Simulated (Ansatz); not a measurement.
These are frozen-core CCSD(T)/def2-TZVPP // PBE0-D3(BJ)/def2-TZVP (Ansatz, an electronic-structure program) values and carry that method's errors.

Ansatz 0.2 input:
```yaml
crystal:
  periodic: [false, false, false]
  atoms:
    - { symbol: B, position_ang: [-0.000229, 0.3389, -0.000001] }
    - { symbol: H, position_ang: [1.077439, -0.168721, -0.000003] }
    - { symbol: H, position_ang: [-1.077209, -0.170179, 0.000004] }
basis:
  gaussian: { orbitals: def2-TZVPP }
correlation:
  method: ccsd_t
magnetization:
  spin_polarized: true
  initial_magnetization: 1
```

Output:

```
Functional definition: HF
338 factors; integrals over basis functions are off by at most 1.1e-3 eV
mean field evaluation 1: about -700.2565 eV, gradient 7.4e0 eV
mean field evaluation 2: about -700.2567 eV, gradient 7.4e0 eV
mean field evaluation 4: about -700.9771 eV, gradient 6.5e-1 eV
mean field evaluation 8: about -700.9868 eV, gradient 2.2e-3 eV
mean field evaluation 16: about -700.2439 eV, gradient 3.8e0 eV
mean field evaluation 32: about -699.6738 eV, gradient 2.6e-3 eV
mean field -700.98678863 eV, -25.7607893362 hartree, gradient 5.2e-6 eV, S^2 0.753765; 3 other end points of the search recorded, 0 dependent functions left out
determinant -700.98678863 eV, -25.7607893362 hartree, with singles and doubles -703.80361441 eV, -25.8643057742 hartree
determinant -699.67379580 eV, -25.7125377395 hartree, with singles and doubles -702.63536920 eV, -25.8213735547 hartree
1 core orbitals not correlated
reference -700.98678863 eV, -25.7607893362 hartree; 3, 2 occupied and 55, 56 virtual orbitals, 338 factors
second order -2.23779833 eV of doubles, -0.00000000 eV of singles
cycle   1  -2.73571123 eV  change   -2.3e-1 eV  update   1.4e-2
cycle   2  -2.73941119 eV  change   -3.7e-3 eV  update   4.2e-3
cycle   3  -2.74191585 eV  change   -2.5e-3 eV  update   1.6e-3
cycle   4  -2.74257571 eV  change   -6.6e-4 eV  update   4.8e-4
cycle   5  -2.74261894 eV  change   -4.3e-5 eV  update   1.5e-4
cycle   6  -2.74263244 eV  change   -1.4e-5 eV  update   5.1e-5
cycle   7  -2.74264748 eV  change   -1.5e-5 eV  update   1.3e-5
cycle   8  -2.74264966 eV  change   -2.2e-6 eV  update   3.7e-6
perturbative correction -0.05261534 eV, -0.0019335782 hartree
Total energy: -703.78205363 eV, -25.8635134302 hartree
```

Cost: about 2.1 core-seconds (a rough figure).
